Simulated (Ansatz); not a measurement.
One change: `C[NH][Al]([F])[Br]` becomes `[F][Al]([Cl])[Br]`.

Ansatz, PBE0-D4/def2-TZVP geometries, multiplicity 1. Each molecule was computed in one conformer, which needn't be the lowest.

Scalar relativity is left out up to krypton.

```csv
property,`C[NH][Al]([F])[Br]`
HOMO energy (PBE/def2-TZVPP) / eV,-5.93
HOMO–LUMO gap (B3LYP/def2-TZVPP) / eV,6.09
"ideal-gas entropy at 298 K and 1 bar (rigid rotor, harmonic PBE0-D4/def2-TZVP) / J/(mol·K)",364
size of the dipole moment (B3LYP/def2-TZVPP) / D,2.44
HOMO energy (PBE0/def2-TZVPP) / eV,-7.27
HOMO–LUMO gap (PBE0/def2-TZVPP) / eV,6.61
```

(1) Give the same properties after the change, and the shifts. (Estimate.)

Answers

(1) The calculation gave: 
```json
{"property": "HOMO energy (PBE/def2-TZVPP) / eV", "`[F][Al]([Cl])[Br]`": "-7.77", "shift": "-1.84"}
{"property": "HOMO–LUMO gap (B3LYP/def2-TZVPP) / eV", "`[F][Al]([Cl])[Br]`": "7.12", "shift": "1.03"}
{"property": "ideal-gas entropy at 298 K and 1 bar (rigid rotor, harmonic PBE0-D4/def2-TZVP) / J/(mol·K)", "`[F][Al]([Cl])[Br]`": "328", "shift": "-36"}
{"property": "size of the dipole moment (B3LYP/def2-TZVPP) / D", "`[F][Al]([Cl])[Br]`": "0.58", "shift": "-1.86"}
{"property": "HOMO energy (PBE0/def2-TZVPP) / eV", "`[F][Al]([Cl])[Br]`": "-9.11", "shift": "-1.84"}
{"property": "HOMO–LUMO gap (PBE0/def2-TZVPP) / eV", "`[F][Al]([Cl])[Br]`": "7.71", "shift": "1.10"}
```

With PBE0 the HOMO falls by 1.84 eV and the LUMO falls by 0.73 eV, so the gap widens by about 1.11 eV. PBE moves the HOMO by -1.84 eV and ωB97M-V by -1.71 eV. The zero-point energy changes by -139.5 kJ/mol with -15 modes. Dipoles are sizes alone; their direction can turn.

B3LYP here is the variant with VWN-RPA as its local correlation; programs differ in this.

Spin–orbit coupling is left out; it splits and shifts lone-pair levels of the heavy atoms by tenths of an eV.
